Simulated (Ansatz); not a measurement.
Species: P2H4, charge 0, multiplicity 1. 
Coordinates optimised at B3LYP-D3(BJ)/def2-TZVP (Ansatz, a program for electronic structure):
SMILES: PP
```xyz
6

P     -1.0203    -0.4713    -0.0535
P      1.0203     0.4711     0.0549
H     -1.5176     0.2567     1.0604
H     -1.5148     0.4895    -0.9757
H      1.5219    -0.4987     0.9637
H      1.5105    -0.2449    -1.0699
```
Charge 0, spin multiplicity 1.

Wanted: vertical triplet-singlet gap (E(triplet) - E(singlet); each state is the SCF solution reached for its spin), in kcal/mol. Valence correlation only, unless marked. UHF or UKS for open shells. Spin-orbit coupling is left out. No relativistic terms. CBS marks a two-point X^-3 extrapolation of the correlation energy; Hartree-Fock from the larger set. The bracket is a focal-point correction in the basis named.

RI-MP2/CBS(aug-cc-pV(T+d)Z,aug-cc-pV(Q+d)Z)+[CCSD(T)-MP2]/aug-cc-pV(T+d)Z (Ansatz) gives 102.6 kcal/mol.

### Question
Another calculation gave 100.0 kcal/mol. Which level was it?
A) wB97M-V/def2-TZVPD (Ansatz)
B) B2PLYP/def2-TZVPD (Ansatz)
C) PBE0/def2-TZVPD (Ansatz)
D) PBE/def2-TZVPD (Ansatz)

### Answer
B, B2PLYP/def2-TZVPD (Ansatz). The others give 93.7 (PBE), 104.1 (wB97M-V), 96.5 (PBE0) kcal/mol.
